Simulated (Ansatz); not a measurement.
Consider the cleavage of the Si–Si bond: `F[SiH2][SiH2]Cl` + `BO` → `BO[SiH2]F` + `[SiH3]Cl`.

Gas-phase electronic energies from Ansatz, PBE0-D4/def2-TZVP geometries. CCSD(T)/CBS adds triple-zeta CCSD(T) − MP2 to the extrapolated MP2 energy (def2 sets, frozen cores). This one scheme is used for every species. Functionals use def2-TZVPP. One conformer a species, not always the lowest.

```json
{"level": "PBE0", "ΔE (kJ/mol)": "-96.6"}
{"level": "MP2/def2-TZVPP", "ΔE (kJ/mol)": "-122.8"}
{"level": "SCS-MP2/def2-TZVPP", "ΔE (kJ/mol)": "-126.0"}
{"level": "MP2/def2-QZVPP", "ΔE (kJ/mol)": "-122.9"}
```

(1) What does CCSD(T)/CBS give? (Best estimate.)

Largest T1 diagnostic among the species: 0.014.

## Answers

(1) The calculation gave: -114.6 kJ/mol. The listed levels differ from it by 18.0, -8.2, -11.4, -8.3 kJ/mol.

From PBE to PBE0 (25 % exact exchange), in def2-TZVPP and without D4, ΔE moves by −10.0 kJ/mol. In def2-TZVPP, CCSD(T) changes the Hartree–Fock value by +24.3 kJ/mol (the triples alone add +3.3 kJ/mol) and MP2 by +17.4 kJ/mol.
